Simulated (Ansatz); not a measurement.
Consider the ligand exchange at a B–Cl bond: `S[SiH2]BCl` + `OCF` → `FCOB[SiH2]S` + HCl.

Program: Ansatz. Geometries: PBE0-D4/def2-TZVP. ΔE: electronic, gas phase. CBS: MP2 limit from def2 TZ/QZ plus the TZ coupled-cluster correction, frozen cores. This one scheme is used for every species. DFT in def2-TZVPP. B3LYP here is the variant with VWN-RPA as its local correlation; programs differ in this. One conformer a species, not always the lowest.

`S[SiH2]BCl`:

Cartesian coordinates in Å:
```
S 0.651 -1.088 1.657
Si 0.871 0.159 -0.084
B -0.929 0.009 -0.961
Cl -2.219 1.055 -0.431
H -0.379 -0.383 2.156
H 1.970 -0.477 -0.852
H 1.252 1.550 0.281
H -1.217 -0.825 -1.764
```

`OCF`:

Cartesian coordinates in Å:
```
O -0.101 0.788 -0.734
C 0.237 -0.161 0.193
F -0.232 -1.406 -0.176
H -1.049 0.948 -0.693
H -0.182 0.043 1.186
H 1.327 -0.211 0.225
```

`FCOB[SiH2]S`:

```xyz
12

F     0.145    3.019   -0.028
C     0.987    2.085   -0.547
O     0.264    0.919   -0.791
B     0.329   -0.139    0.045
Si   -0.855   -1.747   -0.269
S    -2.133   -1.920    1.454
H     1.787    1.902    0.178
H     1.367    2.458   -1.500
H     1.078   -0.082    0.989
H    -0.051   -2.988   -0.464
H    -1.794   -1.605   -1.410
H    -1.124   -1.902    2.341
```

HCl:

```xyz
2

Cl   -0.480   -0.159    0.391
H     0.480    0.159   -0.391
```

Problem. Is it downhill or uphill in electronic energy at CCSD(T)/CBS, and by how much? (An estimate is asked.)

Solution. Computed: Downhill: ΔE = -0.35 eV.

Problem. What do these levels give: PBE-D4, B3LYP-D4, ωB97X-V, B2PLYP, PBE, PBE0, B3LYP, MP2/def2-TZVPP, CCSD/def2-TZVPP, SCS-MP2/def2-QZVPP, HF/CBS(def2), CCSD/CBS(def2)? (An estimate is asked.)

Solution. Ansatz gave: PBE-D4 -0.29, B3LYP-D4 -0.36, ωB97X-V -0.36, B2PLYP -0.37, PBE -0.28, PBE0 -0.30, B3LYP -0.37, MP2/def2-TZVPP -0.34, CCSD/def2-TZVPP -0.39, SCS-MP2/def2-QZVPP -0.35, HF/CBS(def2) -0.41, CCSD/CBS(def2) -0.36 eV.

Largest T1 diagnostic among the species: 0.013.
